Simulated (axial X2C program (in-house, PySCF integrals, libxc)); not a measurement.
**Density and ELF of ZrC⁺**

Computed with an axial X2C code built on PySCF integrals. Two-component (2c) means X2C with spin–orbit coupling and atomic mean-field two-electron Coulomb and Gaunt terms. Basis: Zr dyall-cv3z [11s12p9d6f3g], C dyall-v3z [7s6p2d1f] (cores contracted in-house); Gaussian nuclei, density fitting, unrestricted open shells. Masses: Zr 89.905 u, C 12.000 u.

PBE0, two-component, state Ω = 1/2 (⟨Sz⟩ = 0.50, ⟨Lz⟩ = 0.00 at PBE0); Zr at z = 0, C at z = 1.748 Å.

The maps cover the half plane through the axis: z from -2.4 to 3.9 Å along the bond, ρ from 0.15 to 2.25 Å away from it (steps of 0.3 Å, the bottom row nearest the axis).

log10 of the density in e/bohr³:

digits 0 to 9 span -5.01 to 1.60 evenly
```
0011111012222222211100
0111222122333333222110
1122233333344443332210
1223344444444444433211
1233445555555555443221
2234456666655665544321
2234566777666666554322
2334567898766786654332
```

Electron localisation function (collinear form, no current term, damped to 0 at low density):

digits 0 to 9 span 0.00 to 1.00 evenly
```
0000000000011110000000
0000000000024432100000
0000000000146654310000
0000110000147776532000
0001223332247888764200
0001247777447888876310
0001368525647747887510
0001366444546091887620
```

Axial spin density in 10⁻³ e/bohr³:

digits 0 to 9 span -7.61 to 7.61 evenly, values beyond are clipped
```
5555445555544555555555
5555444555544455555555
5555444555444455555555
5555544555444455555555
5555544576444457765555
5556663597366489996555
5557999192799999998655
5568999594999999999655
```

The state is one determinant whose occupation by symmetry is held fixed; it was picked as the lowest of a PBE0 search that is not exhaustive. Density functionals use the spin component along the axis (collinear). The determinant is spin-polarised beyond a pure state at some levels (its spin-free form has ⟨S²⟩ too high), which makes Re and μ there less reliable.
